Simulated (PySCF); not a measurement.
C3H8SSi.
Z-matrix (Å and degrees, PBE0-D3(BJ)/def2-SVP geometry), rows numbered from 1:
```
S 
Si  1  2.1518
C   2  1.8870  1  117.03
C   3  1.5539  2   86.53  1  -138.03
C   4  1.5539  3  101.23  2    21.96
H   1  1.3504  2   94.83  3  -157.91
H   2  1.4958  1  108.04  3   132.03
H   3  1.0989  2  121.50  1   102.25
H   3  1.1025  2  110.76  1   -26.56
H   4  1.1020  3  109.94  2   -94.35
H   4  1.1024  3  114.36  2   145.43
H   5  1.1021  2  110.67  1    21.43
H   5  1.0990  2  121.68  1  -107.71
```

Computed, not measured: TDDFT PBE0/def2-SVPD, vertical, gas phase, core orbitals frozen in the response in PySCF.

Computed states:

```tsv
state	E (eV)	f
S1	5.90	0.0062
S2	6.28	0.038
S3	6.81	0.035
S4	7.10	0.0052
S5	7.20	0.037
S6	7.24	0.048
S7	7.29	0.014
S8	7.53	0.020
S9	7.60	0.0082
S10	7.67	0.0026
```

Each state is given a Gaussian of 0.5 eV full width at half maximum, with ε(max) = 2.175×10⁸ f / Δν̃ (Δν̃ the width in cm⁻¹). The width is an assumption, not a result. The curve ends short of the highest state used, and states not computed would add to its high-energy end.

**Question.** What does the envelope look like, and where are its maxima?

**Answer.** 
(E (eV), ε (L mol⁻¹ cm⁻¹)): (5.15, 1), (5.20, 1), (5.24, 3), (5.28, 5), (5.33, 9), (5.37, 15), (5.42, 26), (5.46, 40), (5.51, 64), (5.55, 91), (5.60, 135), (5.64, 179), (5.69, 248), (5.73, 315), (5.77, 393), (5.82, 511), (5.86, 624), (5.91, 791), (5.95, 949), (6.00, 1173), (6.04, 1369), (6.09, 1620), (6.13, 1811), (6.18, 2013), (6.22, 2129), (6.27, 2204), (6.31, 2206), (6.35, 2163), (6.40, 2067), (6.44, 1980), (6.49, 1893), (6.53, 1861), (6.58, 1886), (6.62, 1963), (6.67, 2125), (6.71, 2300), (6.76, 2565), (6.80, 2809), (6.84, 3083), (6.89, 3472), (6.93, 3826), (6.98, 4318), (7.02, 4741), (7.07, 5270)

Maxima: 197 nm (6.29 eV), ε about 2200, made up of S2 (93%) (ε in L mol⁻¹ cm⁻¹; maxima over ε = 5, shares over 10%). At its high-energy end, 7.07 eV, the curve is still rising (ε about 5300, from S3, S5 and S6).

**Question.** On this curve, what absorbance would a 10⁻³ mol/L sample give at 193 nm over a 1 cm path?

**Answer.** 193 nm is 6.424 eV, where ε is about 2000 L mol⁻¹ cm⁻¹, so A = ε c l ≈ 2 (Beer–Lambert, with the gas-phase spectrum and the assumed width).

**Question.** What would ε be at 6.29 eV, the highest of these maxima, with half the width (0.25 eV)?

**Answer.** About 4080 L mol⁻¹ cm⁻¹ against 2210, a factor of about 1.8; a lone state at its own centre would give exactly 2.

**Question.** Coming from long wavelengths, where does ε first pass 100 L mol⁻¹ cm⁻¹?

**Answer.** At about 223 nm (5.56 eV), 0.34 eV below S1.

The vertical ionisation energy (ΔSCF) is 9.22 eV, 1.56 eV above S10.

Time: 2.5 min wall; peak memory 0.83 GiB. Hardware: one thread, Arm Neoverse N1 (aarch64) (shared host).

One conformer stands for the species.

Without π bonds the low states are Rydberg-like; a valence basis with one diffuse set may place them up to an eV too high.
